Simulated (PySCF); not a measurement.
C4H10O3Si.
Bonds: C1–O2, O2–Si3, Si3–O4, O4–C5, Si3–C6, C6–C7, C6–O8 (double). Hydrogens: H9, H10, H11 on C1; H12 on Si3; H13, H14, H15 on C5; H16, H17, H18 on C7.

The same species was optimised twice, with GFN2-xTB and with PBE0-D3(BJ)/def2-SVP (PySCF), and the same property calculations (PySCF, gas phase) were run on both structures.

```csv
coordinate,GFN2-xTB,PBE0-D3(BJ)/def2-SVP,change
Si3–O4 (Å),1.613,1.650,+0.037
O2–Si3 (Å),1.622,1.655,+0.033
O4–C5 (Å),1.400,1.404,+0.004
Si3–C6 (Å),1.918,1.915,-0.003
C6=O8 (Å),1.214,1.217,+0.003
C1–O2 (Å),1.404,1.405,+0.001
C6–C7 (Å),1.500,1.500,0.000
Si3–C6–O8 (°),117.8,114.4,-3.4
O4–Si3–C6 (°),104.8,107.9,+3.1
C1–O2–Si3 (°),128.3,125.4,-2.9
Si3–O4–C5 (°),128.3,125.5,-2.8
Si3–C6–C7 (°),120.1,122.8,+2.7
O2–Si3–C6 (°),109.6,108.6,-1.0
C7–C6–O8 (°),122.1,122.8,+0.7
O2–Si3–O4 (°),108.2,108.3,+0.1
C1–O2–Si3–O4 (°),-167,174,-19
O2–Si3–O4–C5 (°),-60,-58,+2
O2–Si3–C6–C7 (°),-128,-121,+7
```

Rotational constants: A = 1885, B = 1510, C = 903.1 MHz (GFN2-xTB) against A = 1870, B = 1459, C = 886.7 MHz (PBE0-D3(BJ)/def2-SVP). Point groups within 0.08 Å: C1 and C1.

On the GFN2-xTB structure: HOMO (eV) -6.56 [PBE0/pcSseg-1]; LUMO (eV) -0.94 [PBE0/pcSseg-1]; dipole (D) 2.31 [PBE0/pcSseg-1]; GIAO shielding of C1/C5 (mean) (ppm) 134.3 [PBE0/pcSseg-1]; GIAO shielding of O2/O4 (mean) (ppm) 316.6 [PBE0/pcSseg-1]; GIAO shielding of Si3 (ppm) 415.8 [PBE0/pcSseg-1]; GIAO shielding of C6 (ppm) -62.4 [PBE0/pcSseg-1]; GIAO shielding of C7 (ppm) 147.0 [PBE0/pcSseg-1]; GIAO shielding of O8 (ppm) -490.6 [PBE0/pcSseg-1].

**Question.** What do these properties become on the PBE0-D3(BJ)/def2-SVP structure?

**Answer.** 
```json
{"property": "HOMO (eV)", "level": "PBE0/pcSseg-1", "on GFN2-xTB": "-6.56", "on PBE0-D3(BJ)/def2-SVP": "-6.75", "change": "-0.19"}
{"property": "LUMO (eV)", "level": "PBE0/pcSseg-1", "on GFN2-xTB": "-0.94", "on PBE0-D3(BJ)/def2-SVP": "-1.11", "change": "-0.17"}
{"property": "dipole (D)", "level": "PBE0/pcSseg-1", "on GFN2-xTB": "2.31", "on PBE0-D3(BJ)/def2-SVP": "2.06", "change": "-0.25"}
{"property": "energy, GFN2-xTB geometry as zero (kcal/mol)", "level": "PBE0/pcSseg-1", "on GFN2-xTB": "0.0", "on PBE0-D3(BJ)/def2-SVP": "-1.6", "change": "-1.6"}
{"property": "GIAO shielding of C1/C5 (mean) (ppm)", "level": "PBE0/pcSseg-1", "on GFN2-xTB": "134.3", "on PBE0-D3(BJ)/def2-SVP": "132.1", "change": "-2.2"}
{"property": "GIAO shielding of O2/O4 (mean) (ppm)", "level": "PBE0/pcSseg-1", "on GFN2-xTB": "316.6", "on PBE0-D3(BJ)/def2-SVP": "310.0", "change": "-6.6"}
{"property": "GIAO shielding of Si3 (ppm)", "level": "PBE0/pcSseg-1", "on GFN2-xTB": "415.8", "on PBE0-D3(BJ)/def2-SVP": "409.5", "change": "-6.3"}
{"property": "GIAO shielding of C6 (ppm)", "level": "PBE0/pcSseg-1", "on GFN2-xTB": "-62.4", "on PBE0-D3(BJ)/def2-SVP": "-61.1", "change": "+1.3"}
{"property": "GIAO shielding of C7 (ppm)", "level": "PBE0/pcSseg-1", "on GFN2-xTB": "147.0", "on PBE0-D3(BJ)/def2-SVP": "145.8", "change": "-1.2"}
{"property": "GIAO shielding of O8 (ppm)", "level": "PBE0/pcSseg-1", "on GFN2-xTB": "-490.6", "on PBE0-D3(BJ)/def2-SVP": "-493.3", "change": "-2.7"}
```

The heavy atoms differ by 0.111 Å rms after alignment. Among the bonds compared Si3–O4 changes most (+0.037 Å). Changes are differences of the printed values. Neither structure is proved a minimum here.

Shape of the structure used: `[CH3:1][O:2][SiH:3]([O:4][CH3:5])[C:6]([CH3:7])=[O:8]`: C1–O2–Si3–O4 174°, O2–Si3–O4–C5 -58°, O2–Si3–C6–C7 -121°.
